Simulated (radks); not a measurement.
The numbers below are computed, except where a source is named.
Task: These are the eigenvalues of the occupied orbitals of an atom or ion with whole-number occupations (eV). Level of theory: Dirac Kohn-Sham, exchange-only PBE, spin-unpolarised, spherical densities, finite nucleus; Fermi nuclear charge, rms radius of each element as measured or else 0.836 A^(1/3) + 0.57 fm (a radial shooting solver on a logarithmic mesh with Libxc functionals).

| orbital | eigenvalue |
|---|---|
| 1s1/2 | -85631.06 |
| 2s1/2 | -15396.96 |
| 2p1/2 | -14793.27 |
| 2p3/2 | -12727.68 |
| 3s1/2 | -3822.138 |
| 3p1/2 | -3548.738 |
| 3p3/2 | -3089.321 |
| 3d3/2 | -2636.413 |
| 3d5/2 | -2538.235 |
| 4s1/2 | -1001.782 |
| 4p1/2 | -883.6938 |
| 4p3/2 | -771.7258 |
| 4d3/2 | -578.4860 |
| 4d5/2 | -557.5388 |
| 5s1/2 | -314.1304 |
| 4f5/2 | -307.6446 |
| 4f7/2 | -302.9633 |
| 5p1/2 | -272.4206 |
| 5p3/2 | -248.9814 |
| 5d3/2 | -186.5036 |

Which element is it, and in what charge state? The configuration may be excited. Open shells, if any, fill j = l - 1/2 first.

Result: Z = 81, thallium, charge +11: Tl11+ in [Xe] 4f14 5d2. The list shows which subshells hold electrons but not how many an open one holds; the 1s level, -3146.9 hartree, gives Z - s = 79.3 by -(Z - s)^2/2, which with screening and relativity narrows Z to a few neighbours, and the depths of the outer levels then fix element, charge and occupations together.
